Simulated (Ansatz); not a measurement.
Species: sum formula HBO, charge 0, multiplicity 1. SMILES: [B]O
Geometry: optimised at B3LYP-D3(BJ)/def2-TZVP (Ansatz, an electronic-structure program).

Atomisation energy built up term by term with Ansatz (kcal/mol; UHF references for open shells; valence terms freeze the core; atomic spin-orbit terms are left out). CBS marks a two-point X^-3 extrapolation of the correlation energy; Hartree-Fock from the larger set (for Q and 5 zeta extrapolated as (X+1)exp(-9√X)).

```tsv
term	basis	kcal/mol
Hartree-Fock	CBS(cc-pVQZ,cc-pV5Z)	187.82
CCSD correlation	CBS(cc-pVQZ,cc-pV5Z)	71.15
(T)	CBS(cc-pVQZ,cc-pV5Z)	5.71
CCSDT - CCSD(T)	cc-pVDZ	0.01
(Q)	cc-pVDZ	0.43
core correlation	cc-pwCVTZ	1.05
scalar relativity (X2C)	cc-pVTZ-DK against cc-pVTZ	-0.28
sum: De		265.9
```

(T) makes 2.2 % of the CCSD(T) atomisation energy; under 5 % is typical of single-reference molecules.
